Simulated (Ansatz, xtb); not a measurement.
**Relative energy of two isomers of C3H5ClGeN2**

We compare I, `Clc1nc[c]([GeH3])[nH]1`, a singlet, with II, `Clc1ncc[n]1[GeH3]`, a singlet. Both are isolated molecules in the gas phase, relaxed with B3LYP/def2-SVP.

I (Å):

```yaml
atoms:
  - { symbol: C, position_ang: [-0.3196, 1.9200, 0.3951] }
  - { symbol: C, position_ang: [-0.6160, 0.0892, -0.6325] }
  - { symbol: C, position_ang: [0.5842, -0.0715, 0.0395] }
  - { symbol: Cl, position_ang: [-0.4645, 3.5121, 1.0386] }
  - { symbol: Ge, position_ang: [1.8007, -1.5847, 0.0991] }
  - { symbol: N, position_ang: [-1.1637, 1.3271, -0.4027] }
  - { symbol: N, position_ang: [0.7540, 1.1381, 0.7023] }
  - { symbol: H, position_ang: [-1.1130, -0.6364, -1.2757] }
  - { symbol: H, position_ang: [1.9632, -2.0934, 1.5474] }
  - { symbol: H, position_ang: [3.1930, -1.1832, -0.4330] }
  - { symbol: H, position_ang: [1.1930, -2.6858, -0.7844] }
  - { symbol: H, position_ang: [1.5225, 1.4084, 1.3046] }
```

II (Å):

```xyz
12

C    -0.5012    0.8640    0.3799
C    -0.7517   -0.9813    1.3909
C     0.4648   -1.0582    0.7570
Cl   -0.7148    2.4605   -0.2574
Ge    2.1069    0.6875   -0.9722
N    -1.3470    0.2355    1.1432
N     0.6350    0.1520    0.0906
H    -1.2344   -1.7340    2.0130
H     1.2131   -1.8464    0.7173
H     2.7360    1.9315   -0.3319
H     1.6004    0.9620   -2.3940
H     3.0485   -0.5248   -0.9205
```

Quicker runs give these differences E(II) − E(I): GFN2-xTB −67.0 kJ/mol; HF/STO-3G −42.9 kJ/mol (at GFN2-xTB geometries); r2SCAN-D4/def2-SVP −10.1 kJ/mol (at GFN2-xTB geometries).

Question: Estimate E(II) − E(I) at the level CCSD(T)/def2-SVP + ΔMP2/def2-TZVPP.

Answer: Calculated at CCSD(T)/def2-SVP + ΔMP2/def2-TZVPP: E(II) − E(I) = −24.6 kJ/mol, so structure II lies lower.

The same difference at several levels:

```json
{"level": "GFN2-xTB", "geometry": "GFN2-xTB", "E(II) − E(I) (kJ/mol)": "−67.0", "departure from the last row (kJ/mol)": "−42.4", "job, with rough time for the two": "optimisation, 1.2 s"}
{"level": "HF/STO-3G", "geometry": "GFN2-xTB", "E(II) − E(I) (kJ/mol)": "−42.9", "departure from the last row (kJ/mol)": "−18.3", "job, with rough time for the two": "single point, 3.8 s"}
{"level": "r2SCAN-D4/def2-SVP", "geometry": "GFN2-xTB", "E(II) − E(I) (kJ/mol)": "−10.1", "departure from the last row (kJ/mol)": "+14.5", "job, with rough time for the two": "single point, 16 s"}
{"level": "B3LYP/def2-SVP", "geometry": "B3LYP/def2-SVP", "E(II) − E(I) (kJ/mol)": "−18.5", "departure from the last row (kJ/mol)": "+6.1", "job, with rough time for the two": "optimisation, 4.7 min"}
{"level": "HF/def2-SVP", "geometry": "B3LYP/def2-SVP", "E(II) − E(I) (kJ/mol)": "−25.9", "departure from the last row (kJ/mol)": "−1.3", "job, with rough time for the two": "part of the CCSD(T) run"}
{"level": "MP2/def2-SVP", "geometry": "B3LYP/def2-SVP", "E(II) − E(I) (kJ/mol)": "−25.9", "departure from the last row (kJ/mol)": "−1.4", "job, with rough time for the two": "part of the CCSD(T) run"}
{"level": "CCSD(T)/def2-SVP", "geometry": "B3LYP/def2-SVP", "E(II) − E(I) (kJ/mol)": "−25.9", "departure from the last row (kJ/mol)": "−1.3", "job, with rough time for the two": "single point"}
{"level": "CCSD(T)/def2-SVP + ΔMP2/def2-TZVPP", "geometry": "B3LYP/def2-SVP", "E(II) − E(I) (kJ/mol)": "−24.6", "departure from the last row (kJ/mol)": "", "job, with rough time for the two": "single point, 5 min"}
```

As drawn, II has 1 Ge–N, 1 C–H in place of 1 C–Ge, 1 N–H.

The levels shown agree on the order. The largest departure from CCSD(T)/def2-SVP + ΔMP2/def2-TZVPP is that of GFN2-xTB, 42.4 kJ/mol. The last row adds to CCSD(T) the change of the MP2 difference between the two basis sets, here +1.3 kJ/mol.

With thermal terms from frequencies at re-optimised GFN2-xTB minima (ideal gas, soft modes damped towards free rotors, one conformer each, 298.15 K, 1 atm): on the last row, ΔE + ΔZPE = −24.2, ΔH = −25.2, ΔG = −21.6 kJ/mol.

The correlated steps freeze 19 core orbitals; the filled d shell of Ge is correlated, in a basis made for valence electrons. Run with Ansatz 0.2.0, xtb 6.7.1; the last row on 2 threads of Intel(R) Xeon(R) Processor @ 2.50GHz (Skylake/Cascade Lake) on a shared host.
